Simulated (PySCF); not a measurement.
Geometry:
```csv
atom,x (Å),y (Å),z (Å)
C1,4.247,0.653,-0.668
C2,3.273,-0.254,-0.725
C3,2.024,-0.198,0.085
O4,0.912,-0.377,-0.789
C5,-0.258,-0.567,-0.189
O6,-0.437,-0.592,1.000
O7,-1.186,-0.735,-1.127
C8,-2.530,-0.836,-0.652
C9,-3.125,0.518,-0.437
C10,-3.512,0.971,0.755
H11,5.166,0.543,-1.250
H12,4.166,1.539,-0.030
H13,3.373,-1.130,-1.377
H14,2.007,-0.996,0.847
H15,1.929,0.761,0.619
H16,-3.063,-1.382,-1.444
H17,-2.552,-1.426,0.276
H18,-3.214,1.152,-1.327
H19,-3.944,1.968,0.874
H20,-3.402,0.360,1.656
```

PySCF 2.14.0 with density-fitted response routines calculation with σ from GIAO-WP04/pcSseg-1 and geometry: PBE0-D3(BJ)/def2-SVP; no relativistic terms, in vacuum, single conformer, fast rotation and ring inversion assumed for equivalent nuclei.

Chemical shifts δ = σref − σ; 13C (172.44 ppm), 1H (31.56 ppm) against TMS; H2O for 17O (317.54 ppm), all at this level.

```csv
atoms,nucleus,count,δ (ppm)
C2/C9,13C,2,?
C3/C8,13C,2,71.6
C1/C10,13C,2,127.8
H12/H20,1H,2,5.40
H11/H19,1H,2,5.29
O6,17O,1,303.1
H13/H18,1H,2,5.78
H14/H15/H16/H17,1H,4,?
O4/O7,17O,2,?
C5,13C,1,161.6
```

Q: Estimate the values marked ?.

A: 
- C2/C9: 139.3 ppm, alkene CH; as expected for a trigonal carbon in a double bond
- H14/H15/H16/H17: 4.32 ppm, hydrogen on an allylic sp3 CH2 bonded to O; its carbon carries O, which withdraws density
- O4/O7: 169.1 ppm, ester alkoxy oxygen

Shifts are as computed. Against solution values, carbons near 30 ppm lie about +3 ppm off and those near 130 ppm about +5 ppm. Of 1211 compounds with measured shifts, 218 miss one by over three times the rms of a fit or turn the order of signals round; such compounds aren't used in these exercises. Unscaled 17O shifts of doubly bonded oxygen tend to come out too high, by tens of ppm or more. Experimental scales use liquid or dissolved standards, which lie at an offset from isolated H2O (liquid H2O: subtract about 36 ppm).
